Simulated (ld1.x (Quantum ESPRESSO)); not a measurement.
# tantalum (Ta), TM: configuration errors across variants

tantalum (Ta), norm-conserving Troullier–Martins (Kleinman–Bylander form), made with ld1.x (Quantum ESPRESSO) 7.5 (LDA (PZ), scalar-relativistic). Core [Xe] 4f14, reference 5d3 6s0 6p0 (charge +2). Waves: 6s (bound, empty): rc 2.10 bohr; 5d (bound): rc 1.80 bohr; 6p (bound, empty): rc 2.55 bohr. Local part: the p channel. Core correction: none.

All-electron excitation energies from the reference (eV): (1) 5d3 6s2 6p0 -24.010; (2) 5d3 6s1 6p0 -15.309; (3) 5d2 6s0 6p0 23.927; (4) 5d3 6s0 6p2 -15.224; (5) 5d4 6s0 6p0 -13.844; (6) 5d4 6s1 6p0 -21.918; (7) 5d3 6s1.5 6p0 -20.447; (8) 5d3 6s0 6p0 spin -1.349; (9) 5d3 6s2 6p0 spin -25.057.

Spin tests fill each open shell by Hund’s rule, majority spin first.

A true bound ghost makes a file unfit for plane-wave use even where its test errors are small: the radial tests pick states by their node count and pass the ghost by.

Errors AE − PS in meV (a dash: test not solved or not reliable):

| change | (1) | (2) | (3) | (4) | (5) | (6) | (7) | (8) | (9) | bound ghosts |
| --- | --- | --- | --- | --- | --- | --- | --- | --- | --- | --- |
| base | +93 | +39 | 0.0 | +53 | -30 | -9.0 | +66 | +1856 | +1381 | s |
| core correction a·sin(br)/r model core inside 0.80 bohr | -44 | -13 | -195 | +13 | -105 | -123 | -28 | -15 | -58 | s |
| core correction a·sin(br)/r model core inside 0.92 bohr | -44 | -13 | -195 | +13 | -105 | -123 | -28 | -15 | -57 | s |
| core correction a·sin(br)/r model core inside 1.18 bohr | -44 | -13 | -195 | +13 | -105 | -123 | -28 | -6.8 | -51 | s |
| core correction a·sin(br)/r model core inside 1.30 bohr | -44 | -13 | -194 | +13 | -105 | -123 | -28 | +3.5 | -43 | s |
| core correction a·sin(br)/r model core inside 1.56 bohr | -43 | -13 | -190 | +13 | -103 | -123 | -27 | +59 | -0.7 | s |
| core correction a·sin(br)/r model core inside 1.70 bohr | -42 | -12 | -184 | +13 | -102 | -122 | -27 | +125 | +50 | s |
| core correction a·sin(br)/r model core inside 1.92 bohr | -40 | -12 | -168 | +14 | -97 | -121 | -26 | +298 | +185 | s |

(1) Give the same row for: core correction a·sin(br)/r model core inside 2.12 bohr.

## Answers

(1) -37, -11, -146, +14, -89, -117, -24, +525, +361; bound ghosts: s.
